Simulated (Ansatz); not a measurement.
`[NH2][Al]([SH])[Cl]` + HCl → `[SH][Al]([Cl])[Cl]` + NH₃ at 600 K and 1 bar (ligand exchange at the Al–N bond).

Calculated with Ansatz (gas phase, PBE0-D4/def2-TZVP geometries, no zero-point term in ΔE). CCSD(T)/CBS adds triple-zeta CCSD(T) − MP2 to the extrapolated MP2 energy (def2 sets, frozen cores). This one scheme is used for every species. Each species was taken in one conformer, which may not be the lowest.

```csv
species,CCSD(T)/CBS energy (Eh),H − E (kJ/mol),S (J/(mol·K))
`[NH2][Al]([SH])[Cl]`,-1156.24062,150.5,418.2
HCl,-460.38127,35.4,207.2
`[SH][Al]([Cl])[Cl]`,-1560.13922,79.5,401.3
NH₃,-56.50880,112.4,219.5
```

H − E and S are ideal-gas, rigid-rotor, harmonic terms from PBE0-D4/def2-TZVP, for one conformer and one mirror image of each species. 1 Eh = 2625.50 kJ/mol, R = 8.31446 J/(mol·K).

Q: By hand: ΔE, ΔH, ΔS and ΔG.

A: ΔE = (-1560.13922) + (-56.50880) − (-1156.24062) − (-460.38127) = -0.02613 Eh = -68.6 kJ/mol. Δ(H − E) = 79.5 + 112.4 − 150.5 − 35.4 = 6.0, so ΔH = -62.6 kJ/mol. ΔS = 401.3 + 219.5 − 418.2 − 207.2 = -4.6 J/(mol·K). ΔG = -62.6 − 600 × (-4.6)/1000 = -59.8 kJ/mol.

Q: By hand: the equilibrium constant, and the temperature at which ΔG would vanish if ΔH and ΔS stayed fixed.

A: log₁₀ K = −ΔG/(RT ln 10) = 5.2. ΔG = 0 at ΔH/ΔS = 13609 K, far beyond where these terms or the molecules hold.

The number of gas molecules stays the same, so ΔS is small and ΔH decides. A doubt of 5 kJ/mol in ΔE shifts log₁₀ K by 0.4 here. Other conformers and mirror images would add mixing entropy, several J/(mol·K) or more a flexible species. These are equilibria of isolated gas molecules and say nothing of rates. Largest T1 diagnostic: 0.010 (customary marks: 0.02 for closed shells, 0.045 for open ones).
